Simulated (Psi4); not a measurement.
benzonitrile (C7H5N), singlet, at a GFN2-xTB geometry. Base run: MP2/STO-3G in Psi4.

Here is a job for Psi4.
```
memory 2 GB

molecule mol {
0 1
N     3.119550    0.555099    0.020989
C     1.990922    0.354269    0.013396
C     0.598413    0.106483    0.004026
C    -0.297591    1.172263    0.091701
C    -1.656572    0.922704    0.081966
C    -2.125845   -0.378277   -0.014303
C    -1.235393   -1.437306   -0.101424
C     0.126265   -1.202749   -0.092854
H     0.079333    2.181717    0.166310
H    -2.353095    1.745007    0.149647
H    -3.188909   -0.567441   -0.021456
H    -1.604569   -2.449242   -0.176276
H     0.829201   -2.020051   -0.160197
}

set {
  basis sto-3g
  reference rhf
  freeze_core true
}

energy('mp2')
print_variables()
```

Each row names what was changed in the base input (with any setting that the change needs).

```tsv
change	basis functions	E (Eh)	MP2 correlation (Eh)
base	45	-318.93031	-0.48733
basis = 3-21G	82	(withheld)	(withheld)
basis = 6-31G	82	-323.02560	-0.71357
basis = pcseg-1	137	-323.39666	-1.05169
basis = cc-pVDZ	137	(withheld)	(withheld)
basis = 6-31G**	145	-323.50659	-1.06048
basis = 6-31+G*	162	-323.48531	-1.03925
basis = 6-311G**	174	-323.60986	-1.10391
basis = aug-pcseg-1	229	-323.44712	-1.08685
basis = def2-TZVP	(withheld)	(withheld)	(withheld)
basis = cc-pVTZ	310	-323.81194	-1.26994
basis = pcseg-2	310	(withheld)	(withheld)
basis = def2-TZVPP	318	-323.81840	-1.26614
```

Question: Complete the blanks.

Answer: 
- basis = 3-21G, E (Eh): -321.35302
- basis = 3-21G, MP2 correlation (Eh): -0.71579
- basis = cc-pVDZ, E (Eh): -323.50806
- basis = cc-pVDZ, MP2 correlation (Eh): -1.04590
- basis = def2-TZVP, basis functions: 278
- basis = def2-TZVP, E (Eh): -323.80351
- basis = def2-TZVP, MP2 correlation (Eh): -1.25306
- basis = pcseg-2, E (Eh): -323.78354
- basis = pcseg-2, MP2 correlation (Eh): -1.25349

Totals compare only among sets that treat the same electrons; sets with core potentials leave the core out.
